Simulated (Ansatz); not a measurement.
Coupled-cluster diagnostics for [Ni(NH3)4]2+ (NiN4H12²⁺), Ansatz.

Geometry of the singlet (PBE0-D4/def2-SVP):

Cartesian coordinates in Å:
```
Ni -0.0003 0.0000 -0.0002
N -0.5786 -0.2505 -1.8466
H -0.6840 0.6366 -2.3551
H -1.4895 -0.7192 -1.9221
H 0.0397 -0.8145 -2.4394
N -1.7284 0.7951 0.4330
H -2.3029 0.1945 1.0379
H -2.3360 1.0134 -0.3639
H -1.6454 1.6883 0.9334
N 0.5647 0.2141 1.8549
H 0.9618 -0.6444 2.2553
H -0.1681 0.4818 2.5206
H 1.2915 0.9318 1.9700
N 1.7422 -0.7586 -0.4414
H 1.6974 -1.7639 -0.6514
H 2.4642 -0.6794 0.2828
H 2.1715 -0.3252 -1.2678
```

Correlated methods freeze 9 core orbitals; core or outer-core shells of Ni are correlated, in sets that lack core-valence functions. At PBE0-D4/def2-TZVP a broken-symmetry singlet of charge 2 lies 0.17 eV below the triplet, each at its own geometry.

Geometry of the charge 2 triplet (PBE0-D4/def2-SVP):

```csv
atom,x (Å),y (Å),z (Å)
Ni1,-0.0010,-0.0012,0.0001
N2,-1.4038,0.8448,-1.2935
H3,-1.1618,0.7712,-2.2887
H4,-1.5588,1.8479,-1.1407
H5,-2.3395,0.4286,-1.2249
N6,1.3362,1.5854,-0.2269
H7,1.0872,2.4293,0.3025
H8,1.4397,1.9104,-1.1949
H9,2.2934,1.3678,0.0730
N10,0.7017,-0.4785,1.9067
H11,0.0608,-1.0683,2.4496
H12,0.8689,0.3369,2.5072
H13,1.5915,-0.9909,1.9151
N14,-0.6342,-1.9520,-0.3863
H15,-1.5167,-2.2098,0.0711
H16,0.0308,-2.6747,-0.0882
H17,-0.7944,-2.1469,-1.3812
```

**Question.** Estimate the CCSD(T) correlation energy, the shares of MP2 and (T), T1 and the reference's ⟨S²⟩ for: charge 2, singlet, own geometry in def2-SVP; charge 2, triplet, own geometry in def2-SVP; charge 3, doublet, vertical in def2-SVP; and the rough time on 4 threads of Intel Xeon Platinum 8375C on a shared host.

**Answer.** 
| state | basis | correlation (eV) | MP2 share (%) | (T) share (%) | T1 | ⟨S²⟩ (pure) | wall time | remarks |
| --- | --- | --- | --- | --- | --- | --- | --- | --- |
| charge 2, singlet, own geometry | def2-SVP | -32.893 | 92.3 | 2.9 | 0.024 | 0.00 (0.00) | 58 s | restricted SCF unstable |
| charge 2, triplet, own geometry | def2-SVP | -30.878 | 92.8 | 2.3 | 0.014 | 2.00 (2.00) | 1.8 min | – |
| charge 3, doublet, vertical | def2-SVP | -32.433 | 92.1 | 3.2 | 0.032 | 1.14 (0.75) | 2.6 min | spin-contaminated |
Customary marks for T1 are 0.02 (closed shells), 0.045 (open shells) and about 0.05 (3d metals). T1 exceeds 0.02 in 2 of 3 rows and 0.045 in 0; the higher it lies, the less the single-reference result can be trusted.
